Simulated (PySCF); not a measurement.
C3H5NOSi, SMILES O[Si@H]1C=CN=C1. Atoms are numbered in the order given.

```xyz
11

O     -2.1075     0.1157     0.6645
Si    -0.7689     0.3334    -0.3020
C      0.7435     1.1148     0.4621
C      1.7419     0.2258     0.3186
N      1.5043    -1.0580    -0.3053
C      0.2864    -1.2159    -0.6747
H     -1.9590    -0.2436     1.5453
H     -1.2808     0.9929    -1.5284
H      0.9092     2.0910     0.9224
H      2.7764     0.3861     0.6425
H      0.0188    -2.1624    -1.1672
```

Coordinates come from a ωB97X-D3(BJ)/def2-SVP optimisation. The structure was generated by enumeration; whether it is a known compound was not checked. Other conformers were not sampled.

Method: PBE/pcSseg-1 (PySCF).

GIAO shieldings, no solvent; atoms alike by connectivity are averaged. δ = σ(ref) − σ: ¹⁷O against H2O (σ = 334.3 ppm); ²⁹Si against TMS (σ = 335.4 ppm); ¹³C against TMS (σ = 182.0 ppm); ¹⁵N against NH3 (σ = 267.0 ppm); ¹H against TMS (σ = 31.49 ppm), references at their B3LYP-D3(BJ)/def2-TZVP geometries, non-relativistic.

Computed chemical shifts:
```csv
nucleus,atoms,count,δ (ppm)
¹⁷O,O1,1,17.1
²⁹Si,Si2,1,-12.0
¹³C,C6,1,187.5
¹³C,C4,1,168.7
¹³C,C3,1,114.6
¹⁵N,N5,1,458.4
¹H,H11,1,8.83
¹H,H10,1,8.29
¹H,H9,1,5.55
¹H,H8,1,5.44
¹H,H7,1,0.89
```
